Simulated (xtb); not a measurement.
fluorine atom (F), doublet; xtb with GFN2-xTB.

Here is a job for xtb.
```
$ xtb mol.xyz --gfn 2 --uhf 1 --json

# file mol.xyz
1

F      0.00000000     0.00000000     0.00000000
```

**Question.** Write the output that xtb gives for this input, abridged.

**Answer.** 
```
   ID    Z sym.   atoms
    1    9 F      1

           -------------------------------------------------
          |                Calculation Setup                |
           -------------------------------------------------

           -------------------------------------------------
          |                 G F N 2 - x T B                 |
           -------------------------------------------------

          ...................................................
          :                      SETUP                      :
          :.................................................:
          :  # basis functions                   4          :
          :  # atomic orbitals                   4          :
          :  # shells                            2          :
          :  # electrons                         7          :
          :  max. iterations                   250          :
          :  Hamiltonian                  GFN2-xTB          :
          :  restarted?                      false          :
          :  GBSA solvation                  false          :
          :  PC potential                    false          :
          :  electronic temp.          300.0000000     K    :
          :  accuracy                    1.0000000          :
          :  -> integral cutoff          0.2500000E+02      :
          :  -> integral neglect         0.1000000E-07      :
          :  -> SCF convergence          0.1000000E-05 Eh   :
          :  -> wf. convergence          0.1000000E-03 e    :
          :  Broyden damping             0.4000000          :
          :  net charge                          0          :
          :  unpaired electrons                  1          :
          ...................................................

 iter      E             dE          RMSdq      gap      omega  full diag
   1     -4.6193400 -0.461934E+01  0.706E-14    0.00       0.0  T
   2     -4.6193400  0.000000E+00  0.565E-14    0.00       0.0  T
   3     -4.6193400  0.000000E+00  0.435E-14    0.00       0.0  T

   *** convergence criteria satisfied after 3 iterations ***

         :::::::::::::::::::::::::::::::::::::::::::::::::::::
         ::                     SUMMARY                     ::
         :::::::::::::::::::::::::::::::::::::::::::::::::::::
         :: total energy              -4.619339964238 Eh    ::
         :: gradient norm              0.000000000000 Eh/a0 ::
         :: HOMO-LUMO gap              0.000000000000 eV    ::
         ::.................................................::
         :: SCC energy                -4.619339964238 Eh    ::
         :: -> isotropic ES            0.000000000000 Eh    ::
         :: -> anisotropic ES          0.000000000000 Eh    ::
         :: -> anisotropic XC          0.000000000000 Eh    ::
         :: -> dispersion              0.000000000000 Eh    ::
         :: repulsion energy           0.000000000000 Eh    ::
         :: add. restraining           0.000000000000 Eh    ::
         :: total charge               0.000000000000 e     ::
         :::::::::::::::::::::::::::::::::::::::::::::::::::::

           -------------------------------------------------
          |                Property Printout                |
           -------------------------------------------------

    * Orbital Energies and Occupations

         #    Occupation            Energy/Eh            Energy/eV
      -------------------------------------------------------------
         1        2.0000           -0.8620722             -23.4582
         2        1.6667           -0.5786763             -15.7466
         3        1.6667           -0.5786763             -15.7466
         4        1.6667           -0.5786763             -15.7466 (HOMO)
      -------------------------------------------------------------
                  HL-Gap            0.5786763 Eh           15.7466 eV
             Fermi-level           -0.2890089 Eh           -7.8643 eV

     #   Z          covCN         q      C6AA      α(0)
     1   9 F        0.000     0.000     9.733     3.634

 Mol. C6AA /au·bohr⁶  :          9.732616
 Mol. C8AA /au·bohr⁸  :        166.537232
 Mol. α(0) /au        :          3.633595

Wiberg/Mayer (AO) data.
largest (>0.10) Wiberg bond orders for each atom

 ---------------------------------------------------------------------------
     #   Z sym  total        # sym  WBO       # sym  WBO       # sym  WBO
 ---------------------------------------------------------------------------
     1   9 F    0.000
 ---------------------------------------------------------------------------

molecular dipole:
                 x           y           z       tot (Debye)
 q only:        0.000       0.000       0.000
   full:        0.000       0.000       0.000       0.000
molecular quadrupole (traceless):
                xx          xy          yy          xz          yz          zz
 q only:        0.000       0.000       0.000       0.000       0.000       0.000
  q+dip:        0.000       0.000       0.000       0.000       0.000       0.000
   full:        0.000       0.000       0.000       0.000       0.000       0.000

           -------------------------------------------------
          | TOTAL ENERGY               -4.619339964238 Eh   |
          | GRADIENT NORM               0.000000000000 Eh/α |
          | HOMO-LUMO GAP              15.746583000000 eV   |
           -------------------------------------------------

normal termination of xtb
```
